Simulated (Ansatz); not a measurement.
Pulling on the C4–H7 bond in C2H6Te (SMILES CC[TeH]) (multiplicity 1 held, fragments rigid). Energies count from the point at 1.090 Å.
Geometry at that point (charge 0, multiplicity 1):
```xyz
9

Te    -0.441    -0.155     0.452
H     -1.524    -0.012    -0.803
C      1.281    -0.198    -0.881
C      1.484     1.082    -1.672
H      1.151    -1.065    -1.525
H      2.117    -0.399    -0.212
H      1.607     1.942    -1.012
H      0.635     1.284    -2.326
H      2.377     1.003    -2.299
```

Restricted levels (R-, RO-) in cc, def2 and unpolarised 6-31G sets keep to the state of the molecule at rest. U- levels take the lowest unrestricted solution at each point, which mixes spins at long bonds. Active spaces are followed from a long bond inwards. Levels need not reach the same state.

Cores are frozen in the correlated methods. Filled d and f shells under p-block atoms count as core.

Programs: Ansatz (a program for electronic structure).  In def2 rows elements past Kr take small-core potentials, without spin–orbit coupling.

Energies in kJ/mol.

| R (Å) | R-HF/def2-SVP | U-CCSD(T)/def2-SVP | CASSCF(2,2)/def2-SVP | FIC-MRCISD+Q on CASSCF(2,2)/def2-SVP |
|---|---|---|---|---|
| 0.872 | 130 | 138 | 143 | 138 |
| 0.981 | 26 | 30 | 33 | 30 |
| 1.090 | 0 | 0 | 0 | 0 |
| 1.199 | 17 | 13 | 9 | 13 |
| 1.308 | 57 | 47 | 40 | 48 |
| 1.472 | 135 | 117 | 104 | 117 |
| 1.635 | 219 | 189 | 170 | 189 |
| 1.908 | 352 | 299 | 267 | 294 |
| 2.180 | 466 | 380 | 336 | 369 |
| 2.507 | 577 | 440 | 385 | 423 |
| 2.944 | 692 | 465 | 413 | 455 |
| 3.489 | 794 | 470 | 422 | 466 |

Doubts at one or more of the structures used: a restricted determinant that unrestricted orbitals would lower (R-HF/def2-SVP); a spin-contaminated determinant (U-CCSD(T)/def2-SVP); T1 above 0.05 (U-CCSD(T)/def2-SVP).
